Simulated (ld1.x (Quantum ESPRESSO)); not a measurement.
# Building the PAW potential for B (LDA (PZ), non-relativistic).

B (Z = 5), PAW, made with ld1.x (Quantum ESPRESSO) 7.5 (LDA (PZ), non-relativistic). Core [He], reference 2s2 2p0.5 (charge +0.5). Waves: 2s (bound): rcut 0.85, rcutus 1.10 bohr; 2s channel at -0.05 Ry: rcut 0.85, rcutus 1.10 bohr; 2p (bound): rcut 3.00, rcutus 3.80 bohr; 2p channel at 0.85 Ry: rcut 3.00, rcutus 3.80 bohr; 3d channel at 0.1 Ry: rcut 2.95, rcutus 3.35 bohr. Local part: all-electron potential smoothed inside 1.20 bohr (lloc = -1). Core correction: Bessel-smoothed model core, default radius (core density twice the valence density). Augmentation charge: PSQ, inside the norm-conserving radii.

All-electron outer shells of the reference configuration (LDA (PZ), non-relativistic, ld1.x):

| shell | level (eV) | outermost node (bohr) | outermost maximum (bohr) |
| --- | --- | --- | --- |
| 2s | -14.05 | 0.46 | 1.48 |
| 2p | -8.20 | – | 1.48 |

Estimate the cutoffs (Ry, on a coarse ladder) from which the occupation-weighted sum of valence levels, in a spherical-Bessel basis at the reference potential, stays within 10 and 1 mRy of its value at 400 Ry.

21 Ry and 35 Ry.

What does a ghost test show?

No extra level below or beside the all-electron valence levels (s, p, d, f tested). The logarithmic derivative shows an extra or strongly shifted pseudo pole above the reference energy (d near 1.22 Ry).

Is the overlap operator S = 1 + Σ q|β⟩⟨β| positive definite (Bessel basis up to 400 Ry)?

Yes: its lowest eigenvalue is 0.65 (s channel).

Which valence shell sets the plane-wave cutoff?

2s: its level needs 30 Ry to come within 1 mRy, against 6 Ry for 2p.

Its largest configuration-test error is -100 meV (2s1 2p0). Test run stopped at test 8 of 9 (negative rho), 1 before it not solved. Not counted: 2s2 2p0 (solver errors, printed error -26.0 eV).
